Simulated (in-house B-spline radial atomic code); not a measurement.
# Ionising K+ with different functionals

Computed with a B-spline radial code for spherical atoms: four-component Dirac-Coulomb Hamiltonian, Fermi nucleus of rms radius 3.4349 fm, spin-restricted, spherical fractional occupations for the functionals. The ionisation energy is the difference of two self-consistent energies, [Ne] 3s2 3p6 → [Ne] 3s2 3p5, without Breit or QED terms; ε is the level of the shell that loses the electron (mean over j). The electron is taken from both j subshells in proportion to 2j + 1, so the result is a j average, not the step between ground levels.

Hybrids are left out here: with spherical fractional occupations of an open shell their exact exchange keeps a self-interaction that integer-occupation calculations don't have.

| method | rung | ΔSCF (eV) | -ε(3p) (eV) |
| --- | --- | --- | --- |
| LDA VWN5 | LDA | 32.01 | 24.98 |
| relativistic LDA | LDA | 32.01 | 24.97 |
| LDA PW92 | LDA | 32.01 | 24.97 |
| LDA exchange-only | LDA | 30.46 | 23.47 |
| PBE | GGA | 31.93 | 24.88 |
| PBEsol | GGA | ? | ? |
| BLYP | GGA | ? | ? |
| RPBE | GGA | 31.91 | 24.86 |
| PW91 | GGA | 32.01 | 24.95 |
| BP86 | GGA | 32.01 | 24.96 |
| AM05 | GGA | 31.85 | 24.80 |
| OLYP | GGA | 32.01 | 24.93 |

Task: What does BLYP give?

Result: ΔSCF 31.79 eV, and -ε(3p) = 24.74 eV.

Task: What does PBEsol give?

Result: ΔSCF 31.87 eV, and -ε(3p) = 24.83 eV.

Task: How do they compare with the NIST value?

Result: NIST lists 31.625 eV (measured, ground level to ground level). Errors run from -1.16 to +0.39 eV; BLYP is closest (+0.16 eV), but part of that can be cancellation, since the calculations leave out Breit-QED terms, spin polarisation, the choice among j levels, multiplet and fine-structure energies.
